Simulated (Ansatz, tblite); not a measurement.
Cost and result up the ladder for SnAu2 (the lowest singlet isomer of a short search) (3 atoms). The state is a singlet with charge 0. Geometry: B3LYP-D4/def2-TZVP.

```xyz
3

Au   -1.896   -0.287   -0.386
Au    1.602   -0.793    0.795
Sn    0.294    1.080   -0.409
```

Ansatz on 4 threads of Arm Neoverse V2 on a shared host; xTB runs through tblite on one thread. Times are rough, summed over both states, and most runs start from the orbitals of an earlier one. ωB97X-V/def2-TZVP serves as the yardstick here, not as an exact answer. The other state is a triplet at its own geometry.

In the def2 sets Au, Sn take a core potential; there is no spin–orbit coupling. The xTB rows come from tblite. Correlated methods freeze 4 core orbitals; core or outer-core shells of Au, Sn are correlated, in sets that lack core-valence functions. The structure comes from a short search, and lower isomers may exist.

Run but left out: B2PLYP/def2-TZVP (singlet: restricted singlet, unstable in another Hartree–Fock run and untested here).

Correlated methods converge slowly with the basis.

xTB has no spin-polarisation term.

```csv
level,functions,wall time,triplet − singlet (eV),difference from ωB97X-V/def2-TZVP (eV)
GFN2-xTB,27,0.004 s,2.37,1.11
GFN1-xTB,27,0.005 s,1.34,0.08
revPBE-D4/def2-TZVP,130,3.1 s,1.42,0.15
PBE-D4/def2-TZVP,130,3.4 s,1.46,0.19
BLYP-D4/def2-TZVP (with forces),130,4.3 s,1.55,0.29
PBE0-D4/def2-TZVP,130,5 s,1.25,-0.02
r2SCAN-D4/def2-TZVP,130,7.4 s,1.32,0.05
RPA@PBE/def2-TZVP,130,7.8 s,1.37,0.11
ωB97X-V/def2-TZVP,130,14 s,1.26,0.00
B97M-V/def2-TZVP,130,14 s,1.31,0.04
```
